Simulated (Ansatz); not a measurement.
Basis sets compared for Si₁₇H₂₅, a doped nanocrystal cut from the lattice of silicon (interstitial H). The state is a doublet with charge 0. Geometry PBE-D4/def2-SVP. Ansatz on 2 threads of AMD EPYC 7R13 on a shared host and a share (18 GiB) of an NVIDIA H100 80GB HBM3; times are rough, and most runs start from earlier orbitals.

```
atom   x (Å)   y (Å)   z (Å)
 Si1   2.089  -1.994   3.362
 Si2  -1.064   0.937   2.921
 Si3   1.427   1.813  -3.290
 Si4  -1.150   2.648  -0.487
 Si5   1.443   0.084   0.019
 Si6  -1.057  -2.598   1.154
 Si7  -1.285  -0.827  -2.323
 Si8  -3.794  -0.017   0.477
 Si9   3.059  -0.883   1.524
Si10   2.884   0.923  -1.671
Si11   0.272   1.783   1.180
Si12   0.484  -3.563   2.646
Si13  -2.336  -0.874   2.119
Si14   0.122   3.503  -2.280
Si15   0.007   0.092  -4.071
Si16  -2.528   0.899  -1.287
Si17   0.133  -1.764  -0.695
 H18   3.166  -2.705   4.147
 H19   1.443  -0.982   4.271
 H20  -2.025   2.027   3.332
 H21  -0.244   0.553   4.126
 H22   2.173   2.403  -4.469
 H23  -2.045   3.737   0.070
 H24  -2.017  -3.662   0.670
 H25  -2.252  -1.854  -2.876
 H26  -4.672   1.045   1.094
 H27  -4.678  -1.122  -0.046
 H28   3.987   0.216   1.982
 H29   3.861  -1.867   0.708
 H30   3.808   1.960  -1.081
 H31   3.727  -0.210  -2.204
 H32   1.257   2.811   1.687
 H33  -0.222  -4.163   3.837
 H34   1.210  -4.672   1.923
 H35  -3.141  -1.455   3.259
 H36   1.019   4.614  -1.789
 H37  -0.810   4.087  -3.315
 H38  -0.918   0.663  -5.119
 H39   0.831  -0.990  -4.726
 H40  -3.469   1.483  -2.318
 H41   1.058  -2.824  -1.249
 H42   0.245   0.742  -1.212
```

Single mean-field runs in def2-SVP, def2-TZVP are fitted with def2-universal-jkfit.

Binding counts from free atoms (Si triplet, H doublet) in the same basis, without a counterpoise term.

```tsv
level	functions	energy (Eh)	HOMO (eV)	LUMO (eV)	binding per atom (eV)	wall time
HF/STO-3G	178	-4870.0670	-5.41	4.96	3.55	2.8 s
PBE-D4/def2-SVP	431	-4932.4974	-5.15	-4.36	3.19	7 s
PBE0-D4/def2-SVP	431	-4933.0010	-6.17	-3.77	3.18	6 s
```

Q: Estimate the rows for HF/def2-TZVP, PBE-D4/def2-TZVP, PBE0-D4/def2-TZVP.

A: 
| level | functions | energy (Eh) | HOMO (eV) | LUMO (eV) | binding per atom (eV) | wall time |
| --- | --- | --- | --- | --- | --- | --- |
| HF/def2-TZVP | 779 | -4926.5511 | -8.61 | -0.49 | 2.33 | 7.5 s |
| PBE-D4/def2-TZVP | 779 | -4934.1976 | -5.15 | -4.39 | 3.19 | 9.5 s |
| PBE0-D4/def2-TZVP | 779 | -4934.6829 | -6.11 | -3.75 | 3.19 | 9 s |
